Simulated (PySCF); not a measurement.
## Correlation energy of La³⁺ (lanthanum, charge +3)

Starting occupation: [Xe]. Computed with PySCF 2.14 in x2c-QZVPPall-2c (16s16p12d6f2g, 184 functions), with X2C-1e with screened-nucleus spin-orbit coupling, Gaussian nucleus. Frozen: [Ar] 3d10; 26 electrons correlated; the 40 highest virtual spinors left out.

MP2 pair energies summed by pair of shells (mhartree):

```csv
pair,energy,share (%)
4d3/2-4d5/2,-164.87,17.9
4d5/2-4d5/2,-121.44,13.2
4d5/2-5p3/2,-66.47,7.2
5p3/2-5p3/2,-60.05,6.5
5p1/2-5p3/2,-56.84,6.2
4d3/2-4d3/2,-53.63,5.8
4d3/2-5p3/2,-42.71,4.6
4d5/2-5p1/2,-35.00,3.8
4d5/2-4p3/2,-33.91,3.7
5p3/2-5s1/2,-26.89,2.9
4d3/2-5p1/2,-23.58,2.6
4d3/2-4p3/2,-23.50,2.5
4d5/2-5s1/2,-22.55,2.4
4d5/2-4p1/2,-17.60,1.9
4p3/2-4p3/2,-16.08,1.7
4d5/2-4s1/2,-15.42,1.7
5p1/2-5p1/2,-14.94,1.6
4p1/2-4p3/2,-14.77,1.6
4d3/2-5s1/2,-14.75,1.6
5p1/2-5s1/2,-13.49,1.5
4d3/2-4p1/2,-11.35,1.2
4d3/2-4s1/2,-10.41,1.1
4p3/2-5p3/2,-8.75,0.9
4p3/2-4s1/2,-7.96,0.9
5s1/2-5s1/2,-7.13,0.8
4p3/2-5s1/2,-7.09,0.8
4p3/2-5p1/2,-5.11,0.6
4p1/2-4p1/2,-4.50,0.5
4p1/2-4s1/2,-4.15,0.4
4p1/2-5p3/2,-4.06,0.4
```

Total MP2 correlation energy: -922.22 mhartree.

This basis was not built for core-valence correlation, so the inner-shell part is incomplete.
